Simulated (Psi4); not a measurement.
C₂H₆F₂Si₂ (SMILES F[SiH2]/C=C/[SiH2]F), singlet, geometry from GFN2-xTB; Psi4 with CAM-B3LYP/def2-SVPD.

Input for Psi4:
```
memory 2 GB

molecule {
0 1
Si    2.31179416   -0.18460464    0.21151910
F     3.24788468    1.04560249   -0.24890495
C     0.54557589    0.36365524   -0.12048799
C    -0.54557589   -0.36365524    0.12048799
Si   -2.31179416    0.18460464   -0.21151910
F    -3.24788468   -1.04560249    0.24890495
H     2.59687840   -0.36437547    1.62838465
H     2.72748872   -1.30540511   -0.62040811
H     0.41458684    1.35471823   -0.54281600
H    -0.41458684   -1.35471823    0.54281600
H    -2.59687840    0.36437547   -1.62838465
H    -2.72748872    1.30540511    0.62040811
}

set {
  basis def2-svpd
}

energy('cam-b3lyp')
print_variables()
```

Question: Write the output that Psi4 gives for this input, abridged.

Answer: 
```
   => Loading Basis Set <=

    Name: DEF2-SVPD
    Role: ORBITAL
    Keyword: BASIS

         ---------------------------------------------------------
                                   SCF
               by Justin Turney, Rob Parrish, Andy Simmonett
                          and Daniel G. A. Smith
                              RKS Reference
         ---------------------------------------------------------

  ==> Geometry <==

    Molecular point group: ci
    Full point group: Ci

    Geometry (in Angstrom), charge = 0, multiplicity = 1:

       Center              X                  Y                   Z               Mass
    ------------   -----------------  -----------------  -----------------  -----------------
         SI           2.311794160000    -0.184604640000     0.211519100000    27.976926534650
         F            3.247884680000     1.045602490000    -0.248904950000    18.998403162730
         C            0.545575890000     0.363655240000    -0.120487990000    12.000000000000
         C           -0.545575890000    -0.363655240000     0.120487990000    12.000000000000
         SI          -2.311794160000     0.184604640000    -0.211519100000    27.976926534650
         F           -3.247884680000    -1.045602490000     0.248904950000    18.998403162730
         H            2.596878400000    -0.364375470000     1.628384650000     1.007825032230
         H            2.727488720000    -1.305405110000    -0.620408110000     1.007825032230
         H            0.414586840000     1.354718230000    -0.542816000000     1.007825032230
         H           -0.414586840000    -1.354718230000     0.542816000000     1.007825032230
         H           -2.596878400000     0.364375470000    -1.628384650000     1.007825032230
         H           -2.727488720000     1.305405110000     0.620408110000     1.007825032230

  Running in ci symmetry.

  Rotational constants: A =      0.33044  B =      0.02227  C =      0.02118 [cm^-1]
  Rotational constants: A =   9906.29762  B =    667.72159  C =    634.99862 [MHz]
  Nuclear repulsion =  334.562552792265649

  Charge       = 0
  Multiplicity = 1
  Electrons    = 64
  Nalpha       = 32
  Nbeta        = 32

  ==> Algorithm <==

  SCF Algorithm Type is DF.
  DIIS enabled.
  MOM disabled.
  Fractional occupation disabled.
  Guess Type is SAD.
  Energy threshold   = 1.00e-06
  Density threshold  = 1.00e-06
  Integral threshold = 1.00e-12

  ==> Primary Basis <==

  Basis Set: DEF2-SVPD
    Blend: DEF2-SVPD
[...]
   @DF-RKS iter   2:  -857.87995505737547    2.16609e-02   6.19189e-03 ADIIS/DIIS
   @DF-RKS iter   3:  -858.11978599282668   -2.39831e-01   6.11829e-04 ADIIS/DIIS
   @DF-RKS iter   4:  -858.12195519721752   -2.16920e-03   2.34317e-04 ADIIS/DIIS
   @DF-RKS iter   5:  -858.12239668775749   -4.41491e-04   2.49523e-05 DIIS
   @DF-RKS iter   6:  -858.12240549266119   -8.80490e-06   4.61804e-06 DIIS
   @DF-RKS iter   7:  -858.12240587475992   -3.82099e-07   8.21053e-07 DIIS
  Energy and wave function converged.

  ==> Post-Iterations <==

   Electrons on quadrature grid:
      Ntotal   =   63.9998910582 ; deviation = -1.089e-04

    Orbital Energies [Eh]
    ---------------------

    Doubly Occupied:

[...]
    Virtual:

[...]
    Final Occupation by Irrep:
             Ag    Au
    DOCC [    16,   16 ]
    NA   [    16,   16 ]
    NB   [    16,   16 ]

  @DF-RKS Final Energy:  -858.12240587475992

   => Energetics <=

    Nuclear Repulsion Energy =            334.5625527922656488
    One-Electron Energy =               -1852.2747660867519244
    Two-Electron Energy =                 716.3560525165072477
    DFT Exchange-Correlation Energy =     -56.7662450967809065
    Empirical Dispersion Energy =           0.0000000000000000
    VV10 Nonlocal Energy =                  0.0000000000000000
    Total Energy =                       -858.1224058747599202

Computation Completed

Properties will be evaluated at   0.000000,   0.000000,   0.000000 [a0]

Properties computed using the SCF density matrix

 Multipole Moments:

 ------------------------------------------------------------------------------------
     Multipole            Electronic (a.u.)      Nuclear  (a.u.)        Total (a.u.)
 ------------------------------------------------------------------------------------

 L = 1.  Multiply by 2.5417464519 to convert [e a0] to [Debye]
 Dipole X            :          0.0000000            0.0000000            0.0000000
 Dipole Y            :          0.0000000            0.0000000            0.0000000
 Dipole Z            :          0.0000000            0.0000000            0.0000000
 Magnitude           :                                                    0.0000000

 ------------------------------------------------------------------------------------

  Variable Map:
  ----------------------------------------------------------------------------
[...]
  Array Variable Map:
  ----------------------------------------------------------------------------
[...]
[...]
```
